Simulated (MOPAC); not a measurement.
MOPAC input (PM7):

```
PM7 FORCE THERMO(298,298) PRECISE LET UHF MS=0.5 GEO-OK AUX(PRECISION=9) THREADS=1
C3H4Cl

C    -2.35841712 1   -0.00889710 1    0.17335397 1
C    -1.04796117 1    0.40108453 1    0.08267831 1
C    -0.00651464 1   -0.50471147 1   -0.00655931 1
Cl    1.58532469 1    0.06999254 1   -0.11563549 1
H    -3.17742848 1    0.68477353 1    0.24327178 1
H    -2.65214941 1   -1.04352827 1    0.18053116 1
H    -0.82600131 1    1.47527429 1    0.08133209 1
H    -0.09054920 1   -1.57689697 1   -0.01533042 1
```

From the output:

```
     H    8   0.077438   4.261874

          HEAT OF FORMATION =      22.094952 KCALS/MOLE

          ZERO POINT ENERGY      33.809 KCAL/MOL

           NORMAL COORDINATE ANALYSIS (Total motion = 1 Angstrom)

   Root No.       1         2         3         4         5         6         7         8

                 1 A"      1 A'      2 A'      2 A"      3 A"      3 A'      4 A"      5 A"

                 165.8     268.4     425.2     465.4     773.8     818.1     942.4    1007.8

           1   -0.0000    0.0251   -0.1212    0.0000    0.0000    0.0018   -0.0000   -0.0000
           2    0.0000   -0.0694   -0.0699   -0.0000   -0.0000    0.0154    0.0000    0.0000
           3   -0.0884   -0.0000    0.0000    0.0086    0.0046    0.0000   -0.0191   -0.0888
           4    0.0000    0.0201   -0.1080   -0.0000    0.0000   -0.0051   -0.0000    0.0000
           5   -0.0000    0.0933    0.0493    0.0000   -0.0000    0.0573    0.0000   -0.0000
           6    0.0971    0.0000    0.0000   -0.0492    0.0475   -0.0000   -0.0681    0.0565
           7    0.0000   -0.0150    0.0132    0.0000   -0.0000    0.1781    0.0000   -0.0000
           8   -0.0000    0.1137   -0.0225   -0.0000    0.0000   -0.0723   -0.0000    0.0000
           9    0.1022    0.0000    0.0000    0.0219   -0.1243   -0.0000    0.0139   -0.0112
          10   -0.0000   -0.0153    0.0809    0.0000    0.0000   -0.0608   -0.0000    0.0000
          11    0.0000   -0.0453    0.0219   -0.0000   -0.0000    0.0083    0.0000   -0.0000
          12   -0.0371   -0.0000   -0.0000    0.0006    0.0080    0.0000   -0.0007    0.0004
          13   -0.0000    0.1458   -0.0064    0.0000   -0.0000    0.1799    0.0000    0.0000
          14    0.0000   -0.1485   -0.1482   -0.0000    0.0000   -0.1134   -0.0000   -0.0000
          15   -0.1227   -0.0000   -0.0000    0.4111   -0.1012   -0.0000    0.0948    0.3532
          16   -0.0000   -0.0923   -0.2335   -0.0000   -0.0000   -0.1658    0.0000    0.0000
          17    0.0000   -0.1479   -0.1487    0.0000    0.0000   -0.1106   -0.0000   -0.0000
          18   -0.2226    0.0000    0.0000   -0.3375   -0.0175    0.0000    0.2412    0.3118
          19    0.0000    0.0955   -0.1171   -0.0000    0.0000   -0.1040    0.0000   -0.0000
          20   -0.0000    0.1263    0.0321    0.0000   -0.0000   -0.0115   -0.0000    0.0000
          21    0.1979   -0.0000   -0.0000   -0.0218    0.0511   -0.0000    0.4856   -0.1687
          22    0.0000    0.0297    0.0845    0.0000    0.0000    0.1442    0.0000    0.0000
          23   -0.0000    0.1240    0.0077   -0.0000   -0.0000   -0.0617   -0.0000   -0.0000
          24    0.1320    0.0000    0.0000    0.1494    0.6457    0.0000    0.0765    0.0095

   Root No.       9        10        11        12        13        14        15        16

                 4 A'      5 A'      6 A'      7 A'      8 A'      9 A'     10 A'     11 A'

                1013.0    1232.8    1323.8    1358.2    1409.3    1470.3    2713.7    2728.1

           1    0.0140    0.0090   -0.0534   -0.0136   -0.0583    0.1584    0.0002   -0.0019
           2    0.0729    0.0180    0.0207   -0.0166   -0.0192   -0.0142   -0.0373    0.0188
           3    0.0000    0.0000    0.0000    0.0000   -0.0000   -0.0000   -0.0000    0.0000
           4    0.0196   -0.0005    0.0264    0.0028    0.1518   -0.0862   -0.0089   -0.0074
           5   -0.0157   -0.0274    0.0305    0.0605    0.0772    0.1011    0.0123    0.0110
           6   -0.0000    0.0000    0.0000   -0.0000   -0.0000    0.0000    0.0000    0.0000
           7   -0.0533   -0.0571   -0.0108   -0.0307   -0.0429   -0.0613    0.0030    0.0114
           8   -0.0182   -0.0278   -0.0710   -0.0444   -0.0505   -0.0957   -0.0053   -0.0327
           9    0.0000    0.0000   -0.0000    0.0000   -0.0000   -0.0000   -0.0000   -0.0000
          10    0.0104   -0.0065   -0.0011    0.0018   -0.0023    0.0047    0.0001    0.0006
          11   -0.0024    0.0069   -0.0008    0.0001   -0.0004    0.0011   -0.0000   -0.0003
          12   -0.0000   -0.0000   -0.0000   -0.0000    0.0000    0.0000   -0.0000    0.0000
          13    0.3042    0.0931    0.0073    0.2431   -0.2339   -0.1624    0.1717   -0.0725
          14   -0.1420   -0.0431   -0.0100   -0.1659    0.1241    0.1957    0.2319   -0.0962
          15   -0.0000    0.0000    0.0000   -0.0000    0.0000    0.0000    0.0000    0.0000
          16   -0.2492   -0.0099   -0.0355    0.3365   -0.1358   -0.0732   -0.1869    0.0988
          17   -0.1335   -0.0019    0.0305    0.2193   -0.0777   -0.1423    0.2508   -0.1326
          18    0.0000    0.0000    0.0000    0.0000   -0.0000   -0.0000    0.0000   -0.0000
          19   -0.0584    0.0663    0.5760   -0.1176   -0.1987   -0.0444    0.1149    0.0926
          20   -0.0553    0.0054    0.3298   -0.0136   -0.1189    0.0877   -0.2121   -0.1582
          21   -0.0000    0.0000    0.0000   -0.0000    0.0000    0.0000   -0.0000    0.0000
          22   -0.1257    0.6575   -0.0606   -0.0298    0.0467   -0.0166   -0.0362   -0.1664
          23   -0.0490    0.2412   -0.0874   -0.0374   -0.0050   -0.0752    0.0919    0.4326
          24    0.0000   -0.0000   -0.0000    0.0000   -0.0000   -0.0000    0.0000    0.0000

   Root No.      17        18

                12 A'     13 A'

                2752.3    2781.5

           1   -0.0046    0.0331
           2   -0.0178   -0.0013
           3   -0.0000   -0.0000
           4    0.0141    0.0074
           5   -0.0299   -0.0050
           6    0.0000   -0.0000
           7    0.0064    0.0011
           8   -0.0194   -0.0075
           9   -0.0000   -0.0000
          10    0.0003    0.0001
          11   -0.0002   -0.0001
          12    0.0000    0.0000
          13    0.1213   -0.2038
          14    0.1742   -0.3201
          15    0.0000   -0.0000
          16   -0.0344   -0.2196
          17    0.0318    0.3321
          18   -0.0000    0.0000
          19   -0.2044   -0.0468
          20    0.3748    0.0811
          21    0.0000    0.0000
          22   -0.0831   -0.0276
          23    0.2270    0.0740
          24   -0.0000    0.0000

           MASS-WEIGHTED COORDINATE ANALYSIS (NORMAL COORDINATES)

   Root No.       1         2         3         4         5         6         7         8

                 1 A"      1 A'      2 A'      2 A"      3 A"      3 A'      4 A"      5 A"

                 165.8     268.4     425.2     465.4     773.8     818.1     942.4    1007.8

           1   -0.0000    0.1197   -0.4747    0.0000    0.0000    0.0073   -0.0000   -0.0000
           2    0.0000   -0.3304   -0.2736   -0.0000   -0.0000    0.0621    0.0000    0.0000
           3   -0.4319   -0.0000    0.0000    0.0506    0.0199    0.0000   -0.1084   -0.4946
           4    0.0000    0.0958   -0.4229   -0.0000    0.0000   -0.0203   -0.0000    0.0000
           5   -0.0000    0.4442    0.1932    0.0000   -0.0000    0.2308    0.0000   -0.0000
           6    0.4743    0.0000    0.0000   -0.2907    0.2045   -0.0000   -0.3862    0.3146
           7    0.0000   -0.0715    0.0519    0.0000   -0.0000    0.7169    0.0000   -0.0000
           8   -0.0000    0.5414   -0.0881   -0.0000    0.0000   -0.2910   -0.0000    0.0000
           9    0.4989    0.0000    0.0000    0.1294   -0.5348   -0.0000    0.0788   -0.0622
          10   -0.0000   -0.1254    0.5444    0.0000    0.0000   -0.4203   -0.0000    0.0000
          11    0.0000   -0.3706    0.1472   -0.0000   -0.0000    0.0574    0.0000   -0.0000
          12   -0.3114   -0.0000   -0.0000    0.0063    0.0592    0.0000   -0.0067    0.0034
          13   -0.0000    0.2010   -0.0073    0.0000   -0.0000    0.2097    0.0000    0.0000
          14    0.0000   -0.2049   -0.1681   -0.0000    0.0000   -0.1322   -0.0000   -0.0000
          15   -0.1735   -0.0000   -0.0000    0.7039   -0.1262   -0.0000    0.1556    0.5701
          16   -0.0000   -0.1273   -0.2649   -0.0000   -0.0000   -0.1933    0.0000    0.0000
          17    0.0000   -0.2040   -0.1687    0.0000    0.0000   -0.1290   -0.0000   -0.0000
          18   -0.3149    0.0000    0.0000   -0.5779   -0.0218    0.0000    0.3961    0.5032
          19    0.0000    0.1317   -0.1328   -0.0000    0.0000   -0.1213    0.0000   -0.0000
          20   -0.0000    0.1741    0.0364    0.0000   -0.0000   -0.0134   -0.0000    0.0000
          21    0.2800   -0.0000   -0.0000   -0.0372    0.0637   -0.0000    0.7975   -0.2723
          22    0.0000    0.0409    0.0959    0.0000    0.0000    0.1682    0.0000    0.0000
          23   -0.0000    0.1710    0.0087   -0.0000   -0.0000   -0.0719   -0.0000   -0.0000
          24    0.1867    0.0000    0.0000    0.2557    0.8049    0.0000    0.1257    0.0153

   Root No.       9        10        11        12        13        14        15        16

                 4 A'      5 A'      6 A'      7 A'      8 A'      9 A'     10 A'     11 A'

                1013.0    1232.8    1323.8    1358.2    1409.3    1470.3    2713.7    2728.1

           1    0.0838    0.0412   -0.2431   -0.0798   -0.2613    0.6222    0.0013   -0.0118
           2    0.4366    0.0821    0.0944   -0.0971   -0.0859   -0.0556   -0.2484    0.1161
           3    0.0000    0.0000    0.0000    0.0000   -0.0000   -0.0000   -0.0000    0.0000
           4    0.1172   -0.0022    0.1205    0.0166    0.6802   -0.3387   -0.0593   -0.0457
           5   -0.0942   -0.1251    0.1390    0.3540    0.3460    0.3972    0.0818    0.0684
           6   -0.0000    0.0000    0.0000   -0.0000   -0.0000    0.0000    0.0000    0.0000
           7   -0.3193   -0.2609   -0.0494   -0.1797   -0.1925   -0.2407    0.0197    0.0707
           8   -0.1093   -0.1271   -0.3233   -0.2596   -0.2262   -0.3758   -0.0351   -0.2025
           9    0.0000    0.0000   -0.0000    0.0000   -0.0000   -0.0000   -0.0000   -0.0000
          10    0.1066   -0.0510   -0.0083    0.0179   -0.0176    0.0320    0.0017    0.0068
```
